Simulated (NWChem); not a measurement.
Molecule: SiBiH$_{5}$; SMILES [SiH3][BiH2]

def2 effective core potentials on Bi; no spin-orbit coupling.

Task: Give the equilibrium geometry at PBE0/def2-SVP with def2 effective core potentials on Bi (NWChem) as an XYZ file, with the point group.

Result: point group C1; any orientation.
```
7

Bi     0.0167     0.4681     0.0079
H     -1.2523     0.4511    -1.2648
H     -1.2524     0.4423     1.2804
Si     0.0198    -2.2067     0.0014
H     -1.3588    -2.7810    -0.0208
H      0.7297    -2.6975     1.2234
H      0.7664    -2.6929    -1.2005
```
